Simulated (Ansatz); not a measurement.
Ansatz (a quantum-chemistry and plane-wave program) input:

Ansatz 0.2 input:
```yaml
crystal:
  periodic: [false, false, false]
  atoms:
    - {symbol: Ba, position_ang: [-0.00000000, -0.00000000, -0.30023527]}
    - {symbol: F, position_ang: [0.00000000, 0.00000000, 1.86813054]}
basis:
  gaussian:
    orbitals: def2-TZVPD
hamiltonian:
  xc: {name: r2SCAN}
magnetization: {spin_polarized: true, initial_magnetization: 1}
output: {forces: true}
```

Task: Which total energy does the run end on?

Result: -125.40887 Eh (r2SCAN/def2-TZVPD). The basis has 80 functions.
